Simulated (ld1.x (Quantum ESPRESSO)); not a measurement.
**Before and after: TM potential for bromine**

ld1.x (Quantum ESPRESSO) 7.5 input, shortened:

```
&input
   title='Br', zed=35., rel=2, dft='PZ', iswitch=3,
   config='[Ar] 3d10 4s2 4p5 4d-2', rel_dist='average'
 /
 &inputp
   pseudotype=2, tm=.true., lloc=0,
   nlcc=.true., new_core_ps=.true., rcore=0.90
 /
3
4P  2  1   5.00   0.00  1.50  1.50  0.0
4D  3  2  -2.00   0.35  1.30  1.30  0.0
4S  1  0   2.00   0.00  1.30  1.30  0.0
 &test
   configts(1)='4s2 4p5'
 /
```

Open shells are filled in proportion to 2j + 1 (rel_dist='average').

Change: all radii but the core radius scaled by about 1.39 (s 1.80, p 2.08, d 1.80 bohr).

Cutoffs: the cutoffs (Ry, on a coarse ladder) from which the occupation-weighted sum of valence levels, in a spherical-Bessel basis at the reference potential, stays within 10 and 1 mRy of its value at 400 Ry; they do not see the model core or the augmentation charge, which bear on the density cutoff. Errors are all-electron minus pseudo energies relative to the spin-unpolarised reference configuration.

Problem. What does the change do?

Solution. The potential gets softer (50 Ry and 90 Ry → 35 Ry and 50 Ry); the bound ghosts move from d to p; of the 7 tests that both files solve, the error grows in 4 and shrinks in 0 by more than 15 % and 0.3 meV (median size 2.2 → 9.1 meV). A larger radius leaves more room for a smooth pseudo-wave, so fewer plane waves are needed. More of the atom is replaced by a form fitted at one configuration, so other configurations suffer.

```csv
quantity,base,changed
"cutoff, loose",50 Ry,35 Ry
"cutoff, tight",90 Ry,50 Ry
loose cutoff by channel (10 mRy a level),"p 18 Ry, s 40 Ry","p 18 Ry, s 18 Ry"
bound ghosts,"d5/2, d3/2",p3/2
"error for 4s2 4p4, meV [ΔE 12.71 eV]",+2.2,-2.5
"error for 4s2 4p3, meV [ΔE 35.66 eV]",+8.5,-14
"error for 4s2 4p2, meV [ΔE 69.89 eV]",+12,-40
"error for 4s1 4p6, meV [ΔE 12.41 eV]",-3.6,-9.1
"error for 4s1 4p5, meV [ΔE 25.75 eV]",+0.1,-20
"error for 4s2 4p4.5, meV [ΔE 5.15 eV]",+0.5,-0.5
"error for 4s2 4p5.3, meV [ΔE -2.01 eV]",+0.1,-0.1
```

 A true bound ghost makes a file unfit for plane-wave use even where its test errors are small: the radial tests pick states by their node count and pass the ghost by.
